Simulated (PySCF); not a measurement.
Computed IR spectrum (relative IR intensity) of a molecule C₃H₂F₃, multiplicity 2. The structure is a stationary point at PBE0-D3(BJ)/def2-SVP. One conformer was computed; it need not be the lowest. Method: PBE0-D3(BJ)/def2-SVP run with PySCF. No scaling factor is applied to the harmonic values.

Lines under 2 % of the strongest are left out, and lines within 2 cm⁻¹ are merged.

ν (cm⁻¹): 339 (vw), 561 (vw), 626 (w), 721 (w), 785 (w), 904 (w), 1172 (m), 1230 (vs), 1300 (s), 1339 (s), 1736 (w) (against the strongest line: vs over 80 %, s over 45 %, m over 15 %, w over 4 %, vw less)

Problem. Identify the compound among the candidates.
(A) C=[C]C(F)(F)F
(B) C=C(F)[C](F)F
(C) [CH]=CC(F)(F)F
(D) F/C=C/[C](F)F

Solution. C, [CH]=CC(F)(F)F
